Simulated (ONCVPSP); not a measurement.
## What one change does to a pseudopotential (Rb, ONCV)

| Item | Value |
| --- | --- |
| Element | rubidium (Rb) |
| Generator | ONCVPSP 4.0.1 |
| Type | optimised norm-conserving Vanderbilt (ONCV) |
| Functional | LDA (Perdew-Wang 92) |
| Relativity | scalar-relativistic |
| Frozen core | [Ar] 3d10 |
| Valence charge | 9 |
| Reference configuration | 4s2 4p6 5s0.5 (charge +0.5) |
| Partial waves | 4s+5s: rc 2.45 bohr, ncon 4, nbas 7, qcut 4.2 1/bohr, 2 projectors; 4p: rc 2.60 bohr, ncon 3, nbas 6, qcut 6.1 1/bohr, 2 projectors, debl 0.7 Ha; d scattering state at 0.04 Ha: rc 2.00 bohr, ncon 4, nbas 7, qcut 4 1/bohr, 2 projectors, debl 1.2 Ha |
| Local potential | polynomial inside 1.35 bohr (lpopt 1, dvloc0 3 Ha) |
| Core correction | Teter function, fcfact 5, rcfact 1 |

Change: s: qcut 4; p: qcut 5.9; d: qcut 3.9.

Cutoffs: the cutoffs (Ha) at which the residual kinetic energy of the hardest occupied pseudo-wave falls to 1 and 0.1 mHa per electron; they do not see the model core or the augmentation charge, which bear on the density cutoff. Errors are all-electron minus pseudo energies relative to the spin-unpolarised reference configuration.

Problem. What does the change do?

Solution. The potential gets neither clearly harder nor softer (7.0 Ha and 8.5 Ha → 6.9 Ha and 8.5 Ha); the p channel sets the loose cutoff, while the largest relative change is in s, which becomes softer; the errors of the 4 common tests hardly move; neither file shows a bound ghost.

| quantity | base | changed |
| --- | --- | --- |
| cutoff, loose | 7.0 Ha | 6.9 Ha |
| cutoff, tight | 8.5 Ha | 8.5 Ha |
| loose cutoff by channel | s 5.1 Ha, p 7.0 Ha | s 4.2 Ha, p 6.9 Ha |
| bound ghosts | none | none |
| GHOST(+) flags under 300 eV | none | none |
| error for 4s2 4p6 5s1, meV [ΔE -1.66 eV] | 0.0 | 0.0 |
| error for 4s2 4p6 5s0, meV [ΔE 2.62 eV] | -0.2 | -0.2 |
| error for 4s2 4p6 5s0 5p1, meV [ΔE -0.04 eV] | 0.0 | 0.0 |
| error for 4s2 4p6 4d0.5 5s0.5, meV [ΔE -0.50 eV] | -0.5 | -0.5 |
| s: phases at 2.49 bohr within 0.05 rad from the reference energy up to (Ha; the scan ends near 5) | 3.1 | 3.0 |
| p: phases at 2.63 bohr within 0.05 rad from the reference energy up to (Ha; the scan ends near 5) | 3.9 | 3.9 |
| d: phases at 2.03 bohr within 0.05 rad from the reference energy up to (Ha; the scan ends near 5) | 3.6 | 3.6 |
| rms error of d²Exc/dni dnj with the model core, mHa | 1.97 | 1.97 |
